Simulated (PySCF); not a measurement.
**Correlation energy of C⁺ (carbon, charge +1)**

[He] 2s2 2p1, 2P determinant. All numbers are calculated (PySCF 2.14, no relativity, point nucleus, in cc-pVTZ (4s3p2d1f, 30 functions)). Frozen: 1s2; 3 electrons correlated.

MP2 pair energies summed by pair of shells (mhartree):

```json
{"pair": "2s-2s", "energy": "-29.02", "share (%)": "57.2"}
{"pair": "2s-2p", "energy": "-21.68", "share (%)": "42.8"}
```

Total MP2 correlation energy: -50.70 mhartree.

Same-spin part -3.45 and opposite-spin part -47.25 mhartree; SCS-MP2 scales them by 1/3 and 6/5 to -57.85 mhartree.

```
  level  correlation energy (mhartree)
   CCSD                         -74.52
    (T)                          -1.15
CCSD(T)                         -75.67
```

Diagnostics: T1 = 0.0094, D1 = 0.0179, largest double amplitude 0.132.

Question: Is a single reference adequate?

Answer: Mostly. T1 lies below 0.03, but a double amplitude of this size points to a near-degeneracy that CCSD handles and MP2 describes poorly.
